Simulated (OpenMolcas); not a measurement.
4d³ along the 39-electron sequence

| Item | Value |
| --- | --- |
| Program | OpenMolcas |
| Method | SS-RASPT2, IPEA 0.25 Eh, imaginary shift 0.1 Eh |
| Basis | ANO-RCC-VQZP |
| Scalar Hamiltonian | DKH2, point nucleus |
| Spin-orbit coupling | state interaction with AMFI integrals over the reference wave functions, term energies averaged over their components |

Active space for each ion: 9 electrons in 8 orbitals (RAS1 4p, at most 2 holes; RAS2 4d); closed shells correlated by CASPT2: 4s.

Computed levels in cm-1 above ⁴F_3/2:

| Level | Tc4+ | Ru5+ | Rh6+ | Pd7+ |
| --- | --- | --- | --- | --- |
| ⁴F_5/2 | 1077 | 1434 | 1857 | 2380 |
| ⁴F_7/2 | 2410 | 3160 | 4050 | 5110 |
| ⁴F_9/2 | 3880 | 5040 | 6350 | 7900 |
| ⁴P_3/2 | 12200 | 13660 | 15050 | 16420 |
| ⁴P_1/2 | 12260 | 13790 | 15310 | 16870 |
| ²G_7/2 | 13930 | 16010 | 18040 | 20210 |
| ⁴P_5/2 | 13970 | 16010 | 18120 | 20390 |
| ²G_9/2 | 14780 | 16980 | 19110 | 21370 |
| ²P_1/2 | 17480 | 20370 | 23150 | 26040 |
| weight of ⁴F in the lowest level (%) | 98 | 98 | 97 | 97 |

Mixed levels, with the weight of the term that names them: Ru5+ ²G_9/2 (71 %), Rh6+ ²G_9/2 (65 %), Pd7+ ⁴P_3/2 (74 %), Pd7+ ²G_9/2 (59 %).

The fine-structure level ⁴F_9/2 changes by a factor of 2.04 from Tc4+ to Pd7+. Its fourth root runs 7.89, 8.43, 8.93, 9.43, with steps per unit of Z of 0.53, 0.50, 0.50; equal steps would mean a (Z - σ)^4 law with constant σ.

⁴P_3/2 changes by a factor of 1.35 over the same range, with steps per unit of Z of +1460, +1390, +1370 cm-1.

Term energies are means over components that CASPT2 splits; among the terms shown or strongly mixed into the levels shown the widest spread is 300 cm-1 (4d³ ⁴F, Tc4+). Active for correlation alone: 4p; no level in the range computed is led by a configuration that opens it, so any true level of that kind is missing. Levels of configurations outside the active space are missing.
